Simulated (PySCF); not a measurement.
**Polarisability and C₆ of V(2+) (vanadium, charge +2)**

[Ar] 3d3, high-spin 4F determinant. Computed with PySCF 2.14 in aug-cc-pVTZ with one added diffuse shell each of s, p, d, f, g type (9s8p6d4f3g, 118 functions), with no relativity, point nucleus. Coupled (time-dependent) response in atomic units; α is the mean over directions.

| method | mean α (bohr³) | C₆ (like pair) | S(−4) |
| --- | --- | --- | --- |
| BP86 | 4.946 | 14.91 | 18.55 |

S(−4) is the Cauchy moment in α(ω) = α(0) + S(−4) ω² + …

α(iu) at BP86:

```tsv
u (hartree)	α(iu) (bohr³)
0	4.946
0.0500	4.901
0.100	4.773
0.200	4.367
0.300	3.912
0.500	3.159
0.750	2.516
1.00	2.066
1.50	1.463
2.00	1.080
3.00	0.6466
5.00	0.3016
```

For an ion, C₆ is the dispersion term alone; charge-induced terms of lower order in 1/R come first.
